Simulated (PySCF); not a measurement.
UHF on Tl (thallium, neutral)

Configuration: [Xe] 4f14 5d10 6s2 6p1, 2P determinant. Calculation: PySCF 2.14, in aug-cc-pVDZ-PP with ECP60MDF (5s4p3d, 32 functions); scalar relativity through the core potential.

- Total energy: -171.512521 hartree
- One-electron energy: -301.4111 hartree
- Hartree (Coulomb) energy: 143.8643 hartree
- Exchange energy: -13.9658 hartree
- ⟨S²⟩: 0.7589
- ⟨L²⟩: 2.024
- Sum of ⟨r⟩: 31.01 bohr
- Sum of ⟨r²⟩: 63.85 bohr²
- Traceless quadrupole moment −½Σ⟨3z² − r²⟩ along its main axis: -7.10 e·bohr²
- Time after the integrals: 0.09 s of wall time on 1 thread of Neoverse-V2 (shared host)

```tsv
shell	electrons	mean orbital energy (eV)	spread (eV)	rms radius, mean of both spins (bohr)
5s α	1	-153.61	0	0.952
5s β	1	-153.58	0	0.952
5p α	3	-94.398	0.159	1.09
5p β	3	-94.390	0.324	1.09
5d α	5	-22.949	0.286	1.49
5d β	5	-22.882	0.436	1.49
6s α	1	-12.899	0	2.77
6s β	1	-11.545	0	2.77
6p α	1	-5.217	0	4.15
```

Energies and moments cover only the electrons outside the core potential. Spin-orbit coupling, absent here, splits the open shell strongly.
